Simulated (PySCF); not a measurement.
Zn(H)(Et) (C2H6Zn), SMILES [ZnH][CH2]C.

Coordinates come from a PBE-D3(BJ)/def2-SVP optimisation.

Method: TDDFT-ωB97X/def2-SVPD in PySCF.

Vertical excitations. Isolated molecule, no solvent. State labels are in the subgroup Cs.

Task: Estimate the UV-visible absorptions. (The exact figures need the calculation; the answer reports its results.)

Result: 
```csv
state,symmetry,energy (eV),λ (nm),f,main pairs
S1,A',5.60,222,0.000,HOMO→LUMO 95 %
S2,A",5.67,219,0.001,HOMO→LUMO+1 95 %
S3,A',6.92,179,0.219,HOMO→LUMO+2 92 %
S4,A',7.98,155,0.243,HOMO−1→LUMO 92 %
S5,A",8.09,153,0.226,HOMO−1→LUMO+1 94 %
S6,A",8.50,146,0.009,HOMO−2→LUMO 87 %
S7,A',8.54,145,0.413,"HOMO→LUMO+3 62 %, HOMO−2→LUMO+1 12 %"
S8,A',8.77,141,0.183,"HOMO→LUMO+4 43 %, HOMO−2→LUMO+1 33 %"
S9,A',8.85,140,0.030,"HOMO−2→LUMO+1 46 %, HOMO→LUMO+4 34 %, HOMO→LUMO+3 8 %"
S10,A',9.03,137,0.043,"HOMO→LUMO+5 49 %, HOMO−1→LUMO+2 26 %, HOMO→LUMO+3 9 %"
T1,A',5.37,231,0,HOMO→LUMO 93 %
T2,A",5.46,227,0,HOMO→LUMO+1 93 %
T3,A',6.01,206,0,HOMO→LUMO+2 85 %
T4,A',7.31,170,0,HOMO−1→LUMO 87 %
```
Triplets are in the Tamm–Dancoff approximation, which puts them higher than full response would, so one can lie above its singlet here.
